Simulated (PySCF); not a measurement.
Delta-SCF ions had no search for a lower state. Excitations are Tamm–Dancoff values on a coarser integration grid. The basis has no diffuse functions, so Rydberg states are missing or too high.

## C2H2OSi, SMILES `O=[si]1cc1` (charge 0, multiplicity 1)

The numbers are results of PBE0-D3(BJ)/def2-TZVP (PySCF), not measurements.

- HOMO = -7.93 eV
- dipole moment = 4.73 D
- LUMO = -1.44 eV
- HOMO–LUMO gap = 6.49 eV
- S1 excitation (TDA) = 4.91 eV
- S1 oscillator strength = 0.002
- T1 excitation (TDA) = 4.19 eV
- S1–T1 gap (TDA) = 0.72 eV
- vertical ionisation energy (Delta-SCF) = 10.18 eV
- total energy = -441.8430 Ha
- cost = about 40 core-seconds (a rough figure)

Bonds (Å): O1–Si2 1.514, Si2–C3 1.760, Si2–C4 1.760, C3–C4 1.374, C3–H5 1.085, C4–H6 1.085. Angles (°): O1–Si2–C3 157.0, O1–Si2–C4 157.0, C3–Si2–C4 45.9, Si2–C3–C4 67.0, Si2–C3–H5 161.5, C4–C3–H5 131.5, Si2–C4–C3 67.0, Si2–C4–H6 161.5, C3–C4–H6 131.5.
